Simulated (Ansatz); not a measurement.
Coupled-cluster diagnostics for [MoO3(OH)]- (MoO₄H⁻), Ansatz.

Geometry of the singlet (PBE0-D4/def2-SVPD):

```csv
atom,x (Å),y (Å),z (Å)
Mo1,-0.058,0.116,0.448
O2,0.376,1.619,1.162
O3,-1.747,-0.174,0.612
O4,0.814,-1.180,1.173
O5,0.393,0.205,-1.440
H6,0.221,-0.586,-1.956
```

In the def2 sets Mo takes a core potential; there is no spin–orbit coupling. Correlated methods freeze 4 core orbitals; core or outer-core shells of Mo are correlated, in sets that lack core-valence functions.

Estimate the CCSD(T) correlation energy, the shares of MP2 and (T), T1 and the reference's ⟨S²⟩ for: charge -1, singlet, own geometry in def2-SVPD; charge 0, doublet, vertical in def2-SVPD; and the rough time on 4 threads of Arm Neoverse V2 on a shared host.


```tsv
state	basis	correlation (eV)	MP2 share (%)	(T) share (%)	T1	⟨S²⟩ (pure)	wall time	remarks
charge -1, singlet, own geometry	def2-SVPD	-34.737	101.6	5.6	0.026	0.00 (0.00)	32 s	–
charge 0, doublet, vertical	def2-SVPD	-33.246	96.1	5.5	0.048	1.18 (0.75)	2.6 min	spin-contaminated (⟨S²⟩ 1.18)
```
Customary marks for T1 are 0.02 (closed shells), 0.045 (open shells) and about 0.05 (3d metals). T1 exceeds 0.02 in 2 of 2 rows and 0.045 in 1; the higher it lies, the less the single-reference result can be trusted.
